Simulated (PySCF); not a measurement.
Species: `S([SiH2]C=O)C=C=O`. The columns A, B, C and D hold Mulliken, IAO, Hirshfeld and ESP-fitted charges (e) of one PBE0/pcSseg-1 density (PySCF), in a shuffled order. Coordinates in Å (GFN2-xTB); the density's dipole moment is (-0.70, -1.94, 0.17) D.

```csv
atom,x,y,z,A,B,C,D
O1,1.579,2.150,-1.183,-0.131,-0.266,-0.248,-0.272
C2,1.717,1.103,-0.704,+0.200,+0.453,+0.454,+0.523
C3,1.788,-0.084,-0.194,-0.139,-0.498,-0.479,-0.512
S4,0.741,-1.340,-0.927,-0.058,-0.087,-0.180,-0.164
Si5,-1.014,-1.165,0.320,+0.314,+0.644,+0.607,+0.294
C6,-1.460,0.701,0.274,+0.040,-0.002,-0.027,+0.319
O7,-1.159,1.465,1.154,-0.201,-0.344,-0.322,-0.394
H8,2.479,-0.397,0.563,+0.064,+0.204,+0.192,+0.264
H9,-2.010,-1.959,-0.377,-0.063,-0.104,-0.065,-0.037
H10,-0.688,-1.559,1.683,-0.063,-0.104,-0.039,-0.035
H11,-1.968,1.088,-0.636,+0.038,+0.104,+0.109,+0.012
```

Q: Which column most likely holds the ESP-fitted charges?

A: D. Σ q r misses the density's dipole by 0.04 D (D), 0.82 D (A), 1.90 D (C), 1.97 D (B). Charges fitted to the outside potential are the only set here that is tied to the molecule's multipoles.

Q: And the Hirshfeld charges?

A: A. The mean sizes are 0.119 e (A), 0.248 e (C), 0.255 e (B), 0.257 e (D), and Hirshfeld charges are commonly the smallest of these schemes.

As computed, A = Hirshfeld, B = IAO, C = Mulliken, D = ESP-fitted. Hydrogens on carbon: Hirshfeld +0.04 to +0.06, IAO +0.10 to +0.20, Mulliken +0.11 to +0.19, ESP-fitted +0.01 to +0.26 e.

The Mulliken scheme counts on each atom the diagonal of the density matrix times the overlap matrix over that atom's basis functions. The ESP scheme fits charges at the nuclei, held to the total charge, to the electrostatic potential on points at 1.4 to 2.0 times the van der Waals radii.

The structure is a single GFN2-xTB conformer in the gas phase; no vibrational or solvent corrections.

Conformer computed: `[O:1]=[C:2]=[CH:3][S:4][SiH2:5][CH:6]=[O:7]`: C2–C3–S4–Si5 -92°, C3–S4–Si5–C6 52°, S4–Si5–C6–O7 -99°.
